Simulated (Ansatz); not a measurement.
The cluster Si₄O. The state is a triplet with charge 0. Geometry PBE0-D4/def2-SVP; atoms count from 1.

```tsv
atom	x (Å)	y (Å)	z (Å)
O1	0.832	1.577	-0.114
Si2	-1.240	-0.850	0.652
Si3	0.178	-2.099	-0.808
Si4	-0.580	1.399	0.882
Si5	0.810	-0.027	-0.612
```

At PBE0-D4/def2-TZVP a singlet of charge 0 lies 0.91 eV below the triplet, each at its own geometry. The structure comes from a short search, and lower isomers may exist.

(1) Estimate the Mulliken populations from the PBE0/def2-TZVP orbitals of Ansatz.

(2) Where does the spin sit?

(3) And the Mayer bond orders between bonded heavy atoms (over 0.3)?

## Answers

(1) 
| atom | charge (e) | spin (α − β) |
| --- | --- | --- |
| O1 | -0.38 | 0.03 |
| Si2 | -0.06 | 0.32 |
| Si3 | -0.02 | 0.47 |
| Si4 | 0.18 | 1.17 |
| Si5 | 0.28 | 0.01 |
Mulliken values and Mayer orders depend strongly on the basis.

(2) Summed by element: O 0.03, Si 1.97, of 2 unpaired in all. Largest on single atoms: Si4 1.17, Si3 0.47, Si2 0.32.

(3) O1–Si4 0.96 (1.74 Å); O1–Si5 1.11 (1.68 Å); Si2–Si3 0.98 (2.39 Å); Si2–Si4 1.12 (2.35 Å); Si2–Si5 0.82 (2.55 Å); Si3–Si5 1.55 (2.18 Å); Si4–Si5 0.35 (2.49 Å).
